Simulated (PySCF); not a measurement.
**Adding and removing an electron: CsPb**

UHF-SCS-MP2; Cs def2-SVPD with ECP46, Pb def2-SVPD with ECP60; scalar-relativistic core potentials (PySCF 2.14). Neutral (UHF): quartet (σ ↑, π ↑↑), Re = 3.701 Å, ωe = 74.9 cm⁻¹, De = 1.14 eV.

CsPb⁺ (UHF): triplet (σ ↑, π ↑), Re = 4.456 Å, ωe = 33.0 cm⁻¹. The energies at the minima are -211.82146 hartree for CsPb and -211.65373 for CsPb⁺.

Work out the adiabatic ionisation energy, without and with harmonic zero-point energies (1 hartree = 27.2114 eV, 1 eV = 8065.5 cm⁻¹), and the change of the bond length.

At UHF-SCS-MP2: 0.16773 hartree = 4.564 eV between the minima; the zero-point term (33.0 − 74.9)/2 cm⁻¹ = -0.003 eV makes it 4.562 eV. Re changes by +75.5 pm against the neutral. The electron leaves a π orbital, and the ion is left as a loose complex of an ion and an atom.

Correlated steps freeze 4 core orbitals. Correlated levels converge slowly with the basis: in double zeta they bind strong bonds too weakly, by up to about 1 eV, and carry superposition errors of some tenths. These are scalar-relativistic numbers at best; spin–orbit coupling would shift them, the dissociation energy most. States were picked by a PBE0 search and need not be the measured ground states.
